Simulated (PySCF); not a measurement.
## Peak assignment

Atom-mapped SMILES (the numbers label the heavy atoms): `[CH3:1][CH2:2][O:3][C:4](=[O:5])[c:6]1[cH:7][cH:8][c:9]([F:10])[cH:11][cH:12]1`; H(Xn) means a hydrogen on atom n.

Level of theory: couplings computed with B3LYP/pcJ-1 (spin–dipole term only in couplings to heteroatoms), shieldings: GIAO PBE0/pcSseg-1, structure optimised with PBE0-D3(BJ)/def2-SVP, in PySCF 2.14.0 with density-fitted response routines (equivalent nuclei averaged, isolated molecule, non-relativistic Hamiltonian, one conformer).

Shifts are taken against calculated references (same method and geometry level): TMS for $^{13}$C (σ = 184.41 ppm) and $^{1}$H (σ = 31.27 ppm).

Q: Assign these signals to the numbered atoms. $^{13}$C{$^{1}$H} NMR (computed): δ 173.6 (C, d, J = 323.2 Hz), 168.3 (C), 138.8 (CH, d, J = 7.0 Hz), 129.3 (C), 120.0 (CH, d, J = 19.5 Hz), 61.7 (CH2), 15.3 (CH3).

A: 
| δ (ppm) | atoms | environment | reason |
| --- | --- | --- | --- |
| 173.6 | C9 | aromatic carbon bearing fluorine | the electronegative substituent deshields the carbon that carries it |
| 168.3 | C4 | ester carbonyl carbon | it is a carbonyl in resonance with an O or N lone pair, the region of acids, esters and amides |
| 138.8 | C7/C12 | aromatic CH | the aromatic region |
| 129.3 | C6 | substituted aromatic carbon | – |
| 120.0 | C8/C11 | aromatic CH | – |
| 61.7 | C2 | sp3 CH2 bonded to O | the inductive effect lowers its shielding |
| 15.3 | C1 | methyl carbon | a saturated carbon with 1 carbon neighbour and no heteroatom attached |

Q: Assign these signals to the numbered atoms. $^{1}$H NMR (600 MHz, computed): δ 8.36 (dd, J = 9.8, 5.1 Hz, 2H), 7.18 (dd, J = 9.8, 8.7 Hz, 2H), 4.12 (q, J = 8.2 Hz, 2H), 1.46 (t, J = 8.2 Hz, 3H).

A: 
8.36 → H(C7)/H(C12), hydrogen on an aromatic CH: ring current plus the deshielding of an ortho carbonyl group
7.18 → H(C8)/H(C11), hydrogen on an aromatic CH
4.12 → H(C2), hydrogen on an sp3 CH2 bonded to O: its carbon carries O, hence the downfield position
1.46 → H(C1), hydrogen on a methyl carbon

C–F couplings over four or more bonds (about 3 Hz to the para carbon of a fluoroarene) are left out. Common functionals overestimate the size of one-bond C–F couplings by tens of Hz; these are unscaled. Splittings below 1 Hz are ignored in the labels, and close J values are merged. Couplings among chemically equivalent protons are left out too, so labels in AA′BB′ or AA′XX′ sets are apparent multiplicities. Unscaled 3J(H,H) at this level run about 10 % above measured values. Shifts are as computed. Against solution values, carbons near 30 ppm lie about +2 ppm off and those near 130 ppm about +5 ppm (rms about the fit 1.9 ppm; single classes can miss by 10 ppm). Of 1328 compounds with measured shifts, 309 miss one by over three times the rms of a fit or turn the order of signals round; such compounds aren't used in these exercises. Signals without a measured value on file couldn't be tested in this way; 1H shifts scatter by 0.2 ppm about their fit, and single ones miss by 0.5 ppm.
